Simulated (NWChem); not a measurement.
SrCl2, triplet; SMILES of the neutral closed-shell parent [Cl][Sr][Cl]

```xyz
3

Sr     0.0000     0.0000    -1.1592
Cl     0.0000     1.3267     1.2955
Cl     0.0000    -1.3267     1.2955
```
Atoms are numbered in this order, from 1.

In the optimisation the excess spin sits in a1 and b2 (C2v, its own frame). All runs use the structure optimised with PBE0/def2-SVP, spin-unrestricted. This spin state was assumed; another may lie lower. No stability test was run on the SCF state. def2 effective core potentials on Sr; no spin-orbit coupling.

Symmetry labels are those of C2v in the frame above (b1 and b2, or b-type labels, depend on it).

Problem. List the 4 lowest vertical excitations from BHandHLYP/def2-SVPD with def2 effective core potentials on Sr, spin-unrestricted, TDA (NWChem).

Solution. 
```json
[
 {"state": "state 1", "energy (eV)": "1.62", "oscillator strength": "0.000", "symmetry of the excitation": "a2", "<S²>": "2.01"},
 {"state": "state 2", "energy (eV)": "1.77", "oscillator strength": "0.196", "symmetry of the excitation": "a2", "<S²>": "2.01"},
 {"state": "state 3", "energy (eV)": "1.79", "oscillator strength": "0.120", "symmetry of the excitation": "b2", "<S²>": "2.01"},
 {"state": "state 4", "energy (eV)": "1.83", "oscillator strength": "0.153", "symmetry of the excitation": "a1", "<S²>": "2.01"}
]
```
